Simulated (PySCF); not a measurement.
NMR data simulated for an unnamed compound:

¹H NMR (600 MHz, computed): δ 7.23 (d, 1H), 7.00 (m, 1H), 6.90 (m, 1H), 6.89 (s, 1H), 5.53 (br s, 1H), 5.15 (br s, 1H), 2.33 (s, 3H), 2.12 (s, 3H).

¹³C{¹H} NMR (computed): δ 141.9 (C), 135.4 (C), 132.0 (C), 123.2 (CH), 122.7 (CH), 120.0 (CH), 117.4 (CH), 109.2 (CH2), 23.6 (CH3), 23.3 (CH3).

Non-relativistic Hamiltonian, one averaged value for each set of equivalent atoms, a single conformation, no solvent model. Geometry: PBE0-D3(BJ)/def2-SVP; GIAO KT2/pcSseg-1 shieldings; PySCF.

Chemical shifts δ = σref − σ; ¹H (σref 31.18) and ¹³C (σref 183.22) against TMS, all at this level.

Question: Which of these does the molecule contain: a benzene ring, an N-methyl group, a heteroaromatic ring, a non-aromatic C=C double bond, a carboxylic acid?

Answer: 
- A benzene ring: yes.
- An N-methyl group: no.
- A heteroaromatic ring: no.
- A non-aromatic C=C double bond: yes.
- A carboxylic acid: no.

The data belong to `InChI=1S/C10H12/c1-8(2)10-6-4-5-9(3)7-10/h4-7H,1H2,2-3H3`; they needn't prove each group on their own.

Carbon signals by region: 8 in the sp2 and nitrile region (100–160 ppm), 2 below 50 ppm.

Shifts are as computed. Against solution values, carbons near 30 ppm lie about +2 ppm off and those near 130 ppm about -5 ppm. Of 1211 compounds with measured shifts, 218 miss one by over three times the rms of a fit or turn the order of signals round; such compounds aren't used in these exercises. Multiplicities follow the n + 1 count of equivalent neighbours, as no J values were calculated; m marks all less simple cases, F and P coupling included.
